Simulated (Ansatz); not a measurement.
Input and output for AlH4OSSi, SMILES `[SiH3][O][Al][SH]` radical.

```yaml
crystal:
  periodic: [false, false, false]
  atoms:
    - {symbol: Si, position_ang: [-0.411441, 1.473206, -0.136645]}
    - {symbol: O, position_ang: [0.185359, 0.113649, 0.364606]}
    - {symbol: Al, position_ang: [0.874139, -1.372505, 1.110189]}
    - {symbol: S, position_ang: [0.191151, -2.905884, 0.413055]}
    - {symbol: H, position_ang: [-1.134194, 1.165844, -1.475810]}
    - {symbol: H, position_ang: [-0.926376, 2.342918, 0.851115]}
    - {symbol: H, position_ang: [0.953927, 2.048425, -1.043973]}
    - {symbol: H, position_ang: [-0.199719, -2.543599, -0.770741]}
basis:
  gaussian: {orbitals: def2-TZVPD}
magnetization: {spin_polarized: false, initial_magnetization: 1}
hamiltonian: {xc: {name: wB97}}
output: {forces: true}
```

```sh
$ ansatz run in.yaml --threads 4 --pin off --events-out ev --progress --plain --max-ram 10444MiB
```

It prints (some lines left out):

```
Functional definition: wB97
1220 factors; their error is unknown
544 factors; integrals over basis functions are off by at most 8.7e-5 eV
mean field evaluation 1: about -27416.3248 eV, gradient 5.8e1 eV
mean field evaluation 2: about -27406.8758 eV, gradient 8.7e1 eV
mean field evaluation 4: about -27422.5956 eV, gradient 2.6e0 eV
mean field evaluation 8: about -27422.6223 eV, gradient 1.6e-1 eV
mean field evaluation 16: about -27422.6092 eV, gradient 1.8e-4 eV
mean field -27422.60923121 eV, -1007.7623015349 hartree, gradient 5.7e-5 eV, S^2 0.750000; 0 other end points of the search recorded, 0 dependent functions left out
reference -27422.60921966 eV, -1007.7623011103 hartree; 28, 27 occupied and 180, 181 virtual orbitals, 1220 factors
Total energy: -27422.60921966 eV, -1007.7623011103 hartree
Atom 0 at    -0.411441     1.473206    -0.136645 Å, force     2.881404     0.823665    -5.286694 eV/Å
Atom 1 at     0.185359     0.113649     0.364606 Å, force     1.100739    -3.281988     2.234434 eV/Å
Atom 2 at     0.874139    -1.372505     1.110189 Å, force     3.001306    10.811250     3.195582 eV/Å
Atom 3 at     0.191151    -2.905884     0.413055 Å, force    -3.430480   -10.147843    -2.935336 eV/Å
Atom 4 at    -1.134194     1.165844    -1.475810 Å, force    -0.519008     0.397782     1.335296 eV/Å
Atom 5 at    -0.926376     2.342918     0.851115 Å, force    -0.710205     0.805482     0.800182 eV/Å
Atom 6 at     0.953927     2.048425    -1.043973 Å, force    -1.876122    -0.001981     1.692908 eV/Å
Atom 7 at    -0.199719    -2.543599    -0.770741 Å, force    -0.447634     0.593632    -1.036373 eV/Å
Dipole moment:    -0.116807    -0.292753     0.179889 e Å
```

Hardware: 4 threads of an Intel Xeon Platinum 8488C on a shared host. Wall time 8 s, peak host memory 0.63 GiB.
